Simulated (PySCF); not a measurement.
Simulation results for BH3OSi, CH6BNO, CH8BNSi, CH5B2Cl and others

Computed with PySCF 2.14.0. Calculation on a computer-drawn molecule: optimised geometry and harmonic frequencies of an isolated molecule of the commonest isotopes, restricted reference for singlets and unrestricted otherwise, frozen core in MP2.

```yaml
- entry: 1
  formula: BH3OSi
  start_structure:
    atoms_angstrom:
      - [B, -1.2804, 0.0833, 0.5191]
      - [O, -2.1013, 0.5522, 1.397]
      - [Si, -3.15, 1.1952, 2.3826]
      - [H, -0.4059, 0.783, 0.1883]
      - [H, -1.3504, -1.0617, 0.1479]
      - [H, -2.3987, 0.8031, 3.6496]
  given:
    charge: 0
    multiplicity: 1
    method: HF
    basis: "cc-pV(D+d)Z"
    drawn_bonds_atom: [1, 2, 1, 1, 3]
    drawn_bonds_other_atom: [2, 3, 4, 5, 6]
    drawn_bonds_order: [1, 1, 1, 1, 1]
  results:
    optimised_atom_element: [B, O, Si, H, H, H]
    "optimised_atom_x [angstrom]": [-1.223, -2.05, -3.188, -0.3545, -1.368, -2.503]
    "optimised_atom_y [angstrom]": [0.06561, 0.5436, 1.192, 0.7739, -1.062, 0.8416]
    "optimised_atom_z [angstrom]": [0.4938, 1.438, 2.438, 0.06023, 0.1025, 3.752]
    "modes_frequency [cm^-1]": [99.14, 99.89, 311.0, 707.4, 944.6, 1060, 1134, 1321, 1444, 2096, 2664, 2733]
    "modes_reduced_mass [dalton]": [3.781, 4.53, 1.028, 6.197, 1.135, 1.325, 1.353, 1.29, 4.481, 1.045, 1.047, 1.131]
    "rotational_constants [GHz]": [113.6, 5.373, 5.372]
    "total_energy [hartree]": -390.2496
    "convergence_status_largest_gradient_component [hartree/bohr]": 3.298e-05
- entry: 2
  formula: CH6BNO
  start_structure:
    atoms_angstrom:
      - [C, -0.6184, -1.1047, 0.8389]
      - ["N", -1.3048, 0.1212, 0.3769]
      - [B, -0.9118, 0.8132, -0.7671]
      - [O, 0.1552, 0.6412, -1.5252]
      - [H, -1.3727, -1.9143, 0.8199]
      - [H, 0.1831, -1.3882, 0.2597]
      - [H, -0.2841, -1.0165, 1.9081]
      - [H, -2.0645, 0.3395, 0.9602]
      - [H, -1.6665, 1.822, -0.9057]
      - [H, 0.6121, -0.1283, -1.348]
  given:
    charge: 0
    multiplicity: 1
    method: HF
    basis: cc-pVDZ
    drawn_bonds_atom: [1, 2, 3, 1, 1, 1, 2, 3, 4]
    drawn_bonds_other_atom: [2, 3, 4, 5, 6, 7, 8, 9, 10]
    drawn_bonds_order: [1, 1, 1, 1, 1, 1, 1, 1, 1]
  results:
    optimised_atom_element: [C, "N", B, O, H, H, H, H, H, H]
    "optimised_atom_x [angstrom]": [-0.6553, -1.283, -0.9409, 0.1024, -1.333, 0.2163, -0.3094, -2.075, -1.607, 0.6122]
    "optimised_atom_y [angstrom]": [-1.126, 0.08009, 0.8796, 0.6387, -1.984, -1.375, -1.017, 0.3675, 1.852, -0.1306]
    "optimised_atom_z [angstrom]": [0.8745, 0.3905, -0.7142, -1.561, 0.834, 0.269, 1.906, 0.9275, -0.9433, -1.365]
    "modes_frequency [cm^-1]": [56.38, 239.9, 278.5, 542.8, 617.5, 630.1, 940.4, 990.6, 1093, 1177, 1228, 1235, 1290, 1482, 1588, 1589, 1605, 1664, 2711, 3168, 3221, 3261, 3852, 4189]
    "modes_reduced_mass [dalton]": [1.064, 1.877, 3.363, 1.269, 1.229, 2.667, 3.159, 1.451, 1.26, 1.493, 1.364, 1.293, 2.41, 2.387, 1.047, 1.222, 1.22, 1.583, 1.097, 1.037, 1.106, 1.1, 1.077, 1.066]
    "rotational_constants [GHz]": [18.31, 5.266, 4.197]
    "total_energy [hartree]": -195.4555
    "convergence_status_largest_gradient_component [hartree/bohr]": 1.898e-05
- entry: 3
  formula: CH8BNSi
  start_structure:
    atoms_angstrom:
      - [B, 0.3868, -1.2366, -1.1802]
      - [C, 0.2837, -0.9045, 0.3237]
      - [Si, -1.331, -0.0328, 0.6724]
      - ["N", -1.2521, 1.5029, -0.1795]
      - [H, 0.7949, -0.4282, -1.9349]
      - [H, -0.0452, -2.189, -1.6114]
      - [H, 0.3475, -1.8074, 0.9359]
      - [H, 1.1363, -0.2265, 0.7022]
      - [H, -1.44, 0.3404, 2.0301]
      - [H, -2.4753, -0.8534, 0.2318]
      - [H, -0.9149, 1.4997, -1.1313]
      - [H, -1.9465, 2.1706, -0.1674]
  given:
    charge: 0
    multiplicity: 1
    method: HF
    basis: "cc-pV(D+d)Z"
    drawn_bonds_atom: [1, 2, 3, 1, 1, 2, 2, 3, 3, 4, 4]
    drawn_bonds_other_atom: [2, 3, 4, 5, 6, 7, 8, 9, 10, 11, 12]
    drawn_bonds_order: [1, 1, 1, 1, 1, 1, 1, 1, 1, 1, 1]
  results:
    optimised_atom_element: [B, C, Si, "N", H, H, H, H, H, H, H, H]
    "optimised_atom_x [angstrom]": [0.4642, 0.2958, -1.31, -1.273, 0.9721, 0.04224, 0.2306, 1.089, -1.436, -2.454, -1.129, -1.947]
    "optimised_atom_y [angstrom]": [-1.288, -0.9094, 0.03903, 1.553, -0.5208, -2.329, -1.791, -0.2466, 0.3401, -0.8397, 1.574, 2.252]
    "optimised_atom_z [angstrom]": [-1.199, 0.3017, 0.6192, -0.2061, -1.976, -1.628, 0.9494, 0.6627, 2.063, 0.2523, -1.199, 0.0506]
    "modes_frequency [cm^-1]": [87.09, 145.4, 189.0, 222.8, 313.1, 460.8, 602.3, 657.0, 723.7, 743.7, 843.4, 863.4, 970.0, 990.7, 1030, 1063, 1092, 1170, 1196, 1337, 1533, 1700, 2260, 2308, 2654, 2717, 3168, 3229, 3763, 3851]
    "modes_reduced_mass [dalton]": [1.991, 1.473, 1.095, 1.839, 2.186, 1.215, 1.263, 2.834, 1.152, 1.067, 1.337, 3.162, 1.311, 1.433, 1.279, 1.084, 1.887, 1.533, 1.186, 1.259, 1.142, 1.108, 1.044, 1.036, 1.055, 1.126, 1.058, 1.104, 1.051, 1.094]
    "rotational_constants [GHz]": [9.669, 3.738, 3.081]
    "total_energy [hartree]": -410.6200
    "convergence_status_largest_gradient_component [hartree/bohr]": 9.11e-06
- entry: 4
  formula: CH5B2Cl
  start_structure:
    atoms_angstrom:
      - [C, -1.0965, -2.5299, 1.9894]
      - [B, -1.4335, -1.9446, 0.4941]
      - [B, -2.0625, -0.3872, 0.312]
      - [Cl, -3.6813, -0.07, 0.3498]
      - [H, -0.144, -3.0465, 1.9482]
      - [H, -1.8425, -3.2981, 2.1745]
      - [H, -1.0724, -1.8715, 2.7286]
      - [H, -1.1424, -2.6328, -0.3873]
      - [H, -1.3657, 0.5631, 0.0836]
  given:
    charge: 0
    multiplicity: 1
    method: HF
    basis: "cc-pV(D+d)Z"
    drawn_bonds_atom: [1, 2, 3, 1, 1, 1, 2, 3]
    drawn_bonds_other_atom: [2, 3, 4, 5, 6, 7, 8, 9]
    drawn_bonds_order: [1, 1, 1, 1, 1, 1, 1, 1]
  results:
    optimised_atom_element: [C, B, B, Cl, H, H, H, H, H]
    "optimised_atom_x [angstrom]": [-1.068, -1.384, -2.006, -3.767, -0.137, -1.868, -1.05, -1.206, -1.355]
    "optimised_atom_y [angstrom]": [-2.547, -1.929, -0.3686, -0.1225, -3.122, -3.275, -1.839, -2.629, 0.6152]
    "optimised_atom_z [angstrom]": [1.962, 0.5439, 0.291, 0.3135, 1.958, 2.166, 2.793, -0.4228, 0.08761]
    "modes_frequency [cm^-1]": [53.08, 99.22, 213.3, 250.9, 650.7, 674.6, 772.7, 852.2, 932.2, 965.0, 1065, 1132, 1271, 1426, 1543, 1571, 2652, 2731, 3142, 3213, 3254]
    "modes_reduced_mass [dalton]": [1.14, 2.697, 2.685, 2.1, 2.793, 1.234, 1.295, 2.586, 1.517, 1.892, 2.095, 1.348, 2.167, 1.287, 1.058, 1.069, 1.09, 1.093, 1.047, 1.085, 1.103]
    "rotational_constants [GHz]": [16.86, 2.429, 2.285]
    "total_energy [hartree]": -549.6729
    "convergence_status_largest_gradient_component [hartree/bohr]": 2.941e-05
- entry: 5
  formula: AlBFH2O
  start_structure:
    atoms_angstrom:
      - [B, -1.5412, 0.2619, -0.8332]
      - [Al, -1.972, 0.7934, -2.7638]
      - [O, -0.8142, 0.6806, -3.9728]
      - [F, -3.4664, 1.4122, -3.1197]
      - [H, -1.3922, -0.3121, 0.1953]
      - [H, -0.8565, 0.9243, -4.8819]
  given:
    charge: 0
    multiplicity: 2
    method: MP2
    basis: "cc-pV(D+d)Z"
    drawn_bonds_atom: [1, 2, 2, 1, 3]
    drawn_bonds_other_atom: [2, 3, 4, 5, 6]
    drawn_bonds_order: [1, 1, 1, 1, 1]
  results:
    optimised_atom_element: [B, Al, O, F, H, H]
    "optimised_atom_x [angstrom]": [-1.584, -1.972, -0.7623, -3.477, -1.361, -0.8856]
    "optimised_atom_y [angstrom]": [0.1473, 0.792, 0.6628, 1.44, -0.2313, 0.9498]
    "optimised_atom_z [angstrom]": [-0.8708, -2.773, -3.965, -3.13, 0.2389, -4.876]
    "modes_frequency [cm^-1]": [59.07, 171.3, 233.4, 261.2, 314.6, 598.8, 624.6, 674.3, 826.8, 916.1, 2790, 3938]
    "modes_reduced_mass [dalton]": [1.445, 3.967, 5.716, 3.288, 1.205, 1.888, 2.858, 1.342, 8.115, 8.963, 1.101, 1.067]
    "rotational_constants [GHz]": [6.472, 6.044, 3.125]
    "total_energy [hartree]": -442.6276
    spin_squared: 0.7593
    "convergence_status_largest_gradient_component [hartree/bohr]": 1.889e-05
- entry: 6
  formula: Al2H3
  start_structure:
    atoms_angstrom:
      - [Al, -0.2678, -3.1221, 1.0505]
      - [Al, 1.2049, -1.5195, -0.3771]
      - [H, -1.0998, -2.7972, 2.3715]
      - [H, 0.6067, -0.7967, -1.6572]
      - [H, 2.7716, -1.4321, -0.1383]
  given:
    charge: 0
    multiplicity: 2
    method: MP2
    basis: "cc-pV(D+d)Z"
    drawn_bonds_atom: [1, 1, 2, 2]
    drawn_bonds_other_atom: [2, 3, 4, 5]
    drawn_bonds_order: [1, 1, 1, 1]
  results:
    optimised_atom_element: [Al, Al, H, H, H]
    "optimised_atom_x [angstrom]": [-0.2545, 1.209, -1.124, 0.6064, 2.779]
    "optimised_atom_y [angstrom]": [-3.051, -1.495, -2.856, -0.8145, -1.452]
    "optimised_atom_z [angstrom]": [1.062, -0.3726, 2.381, -1.672, -0.149]
    "modes_frequency [cm^-1]": [235.7, 264.2, 349.0, 368.7, 550.3, 781.5, 1914, 1937, 1948]
    "modes_reduced_mass [dalton]": [1.429, 1.034, 1.147, 3.021, 1.168, 1.068, 1.043, 1.027, 1.06]
    "rotational_constants [GHz]": [101.5, 4.807, 4.694]
    "total_energy [hartree]": -485.6422
    spin_squared: 0.7898
    "convergence_status_largest_gradient_component [hartree/bohr]": 1.629e-05
- entry: 7
  formula: AlH4NSi
  start_structure:
    atoms_angstrom:
      - [Al, -2.7629, 1.9322, -0.3031]
      - ["N", -1.614, 0.789, -0.8151]
      - [Si, -1.1664, -0.7733, -0.3197]
      - [H, -3.8668, 2.9624, 0.2014]
      - [H, -0.8873, -0.8722, 1.1157]
      - [H, -0.057, -1.1772, -1.1197]
      - [H, -2.3767, -1.731, -0.5062]
  given:
    charge: 0
    multiplicity: 1
    method: HF
    basis: "cc-pV(D+d)Z"
    drawn_bonds_atom: [1, 2, 1, 3, 3, 3]
    drawn_bonds_other_atom: [2, 3, 4, 5, 6, 7]
    drawn_bonds_order: [2, 1, 1, 1, 1, 1]
  results:
    optimised_atom_element: [Al, "N", Si, H, H, H, H]
    "optimised_atom_x [angstrom]": [-2.886, -2.08, -1.239, -3.66, -0.6249, -0.1271, -2.114]
    "optimised_atom_y [angstrom]": [2.019, 0.6152, -0.8469, 3.364, -1.163, -0.8546, -2.003]
    "optimised_atom_z [angstrom]": [-0.2316, -0.2451, -0.2592, -0.2187, 1.061, -1.251, -0.6019]
    "modes_frequency [cm^-1]": [122.4, 122.4, 479.1, 479.1, 608.8, 783.7, 783.8, 1041, 1041, 1080, 1391, 2121, 2236, 2236, 2273]
    "modes_reduced_mass [dalton]": [4.442, 4.442, 1.149, 1.149, 9.556, 1.206, 1.206, 1.048, 1.048, 1.104, 11.68, 1.054, 1.049, 1.049, 1.02]
    "rotational_constants [GHz]": [88.14, 2.839, 2.839]
    "total_energy [hartree]": -587.6139
    "convergence_status_largest_gradient_component [hartree/bohr]": 1.446e-05
- entry: 8
  formula: CH4B3
  start_structure:
    atoms_angstrom:
      - [B, 1.0194, 1.6226, 1.566]
      - [C, 0.3178, 1.0835, 0.3839]
      - [B, 0.2394, 1.4906, -0.9994]
      - [B, 0.1281, 1.8847, -2.4584]
      - [H, 1.6263, 2.0472, 2.4228]
      - [H, -0.2992, 0.2388, 0.6792]
      - [H, -0.5187, 1.3043, -3.2789]
      - [H, 0.7301, 2.7908, -2.9787]
  given:
    charge: 1
    multiplicity: 1
    method: HF
    basis: cc-pVDZ
    drawn_bonds_atom: [1, 2, 3, 1, 2, 4, 4]
    drawn_bonds_other_atom: [2, 3, 4, 5, 6, 7, 8]
    drawn_bonds_order: [1, 2, 1, 1, 1, 1, 1]
  results:
    "rotational_constants [GHz]": null
    "total_energy [hartree]": null
```

Question: Give the missing rotational constants for CH4B3 (entry 8).
Answer: 39.22, 3.949, 3.588 GHz

Question: Estimate the total energy of CH4B3 (entry 8).
Answer: -113.9100 hartree

Further results for CH4B3 (entry 8):

- convergence status largest gradient component: 2.328e-05 hartree/bohr

Optimised structure:
```xyz
8
CH4B3
B      1.0231     1.6369     1.4501
C      0.2416     0.9895     0.4581
B      0.2029     1.4128    -0.9062
B      0.1632     1.9252    -2.5308
H      1.6728     2.1803     2.2603
H     -0.3597     0.1251     0.7539
H     -0.5205     1.3273    -3.2992
H      0.8199     2.8654    -2.8496
```

Modes:
```csv
frequency (cm⁻¹),reduced mass (dalton)
134.6,2.609
189.8,1.221
300.1,2.396
350.6,2.144
537.3,1.46
665.3,3.667
712.4,1.264
820.8,1.364
872.7,1.836
974.8,1.417
1046,1.289
1235,1.138
1297,6.091
1652,8.867
2743,1.049
2854,1.13
2981,1.125
3249,1.086
```
